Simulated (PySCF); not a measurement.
C2H6O2Si2, SMILES O=C1C[SiH2]O[SiH2]1. Atoms are numbered in the order given.

```xyz
12

O     -2.0299     1.3770     0.1022
C     -1.0923     0.6515    -0.1198
C     -1.1783    -0.8704    -0.1584
Si     0.4958    -1.5439     0.4297
O      1.4930    -0.2507     0.0250
Si     0.7610     1.2105    -0.3530
H     -1.2621    -1.1517    -1.2262
H     -2.0870    -1.2235     0.3523
H      0.5321    -1.7937     1.8991
H      0.9212    -2.7703    -0.2993
H      1.0755     1.6236    -1.7509
H      1.1434     2.2856     0.6022
```
Charge 0, spin multiplicity 1.

The structure is a stationary point at PBE0-D3(BJ)/def2-SVP. The structure was generated by enumeration, and PubChem lists no compound with its InChIKey, so it may never have been made. The values are those of a single conformer.

All values below come from PBE0-D3(BJ)/def2-SVP in PySCF 2.14.0.

Frequencies are harmonic and unscaled.

Computed normal modes with their intensities:
| mode | ν (cm⁻¹) | IR (km/mol) | moving atoms (share of kinetic energy) |
|---|---|---|---|
| 1 | 83 | 5.1 | O 38 %, C 24 %, H 24 %, Si 15 % |
| 2 | 120 | 1.1 | O 48 %, H 31 %, Si 18 % |
| 3 | 303 | 6.0 | H 39 %, C 31 %, O 27 % |
| 4 | 355 | 11.9 | Si 45 %, O 39 %, H 14 % |
| 5 | 376 | 4.5 | Si 45 %, O 33 %, H 15 % |
| 6 | 439 | 9.0 | H 41 %, C 30 %, O 17 %, Si 12 % |
| 7 | 518 | 6.2 | H 61 %, Si 19 %, C 12 % |
| 8 | 588 | 2.1 | C 48 %, H 22 %, Si 18 %, O 12 % |
| 9 | 611 | 42.4 | H 57 %, C 27 %, Si 13 % |
| 10 | 685 | 0.8 | H 46 %, Si 27 %, O 26 % |
| 11 | 693 | 14.6 | H 78 %, Si 11 %, O 10 % |
| 12 | 708 | 26.5 | H 71 %, O 15 %, Si 9 % |
| 13 | 734 | 13.9 | H 51 %, C 35 % |
| 14 | 791 | 53.9 | H 62 %, Si 21 %, C 12 % |
| 15 | 800 | 16.6 | H 51 %, C 39 % |
| 16 | 915 | 359.5 | H 63 %, Si 22 %, O 11 % |
| 17 | 957 | 350.2 | H 86 %, Si 9 % |
| 18 | 973 | 114.2 | H 52 %, O 35 %, Si 9 % |
| 19 | 984 | 17.5 | H 62 %, O 28 % |
| 20 | 1018 | 48.5 | H 69 %, C 25 % |
| 21 | 1091 | 156.2 | C 62 %, H 33 % |
| 22 | 1134 | 10.7 | H 57 %, C 38 % |
| 23 | 1367 | 20.9 | H 92 %, C 8 % |
| 24 | 1832 | 184.4 | C 60 %, O 40 % |
| 25 | 2245 | 176.8 | H 97 % |
| 26 | 2250 | 44.8 | H 97 % |
| 27 | 2261 | 155.7 | H 96 % |
| 28 | 2266 | 96.9 | H 96 % |
| 29 | 3047 | 0.8 | H 94 % |
| 30 | 3150 | 0.5 | H 91 %, C 9 % |
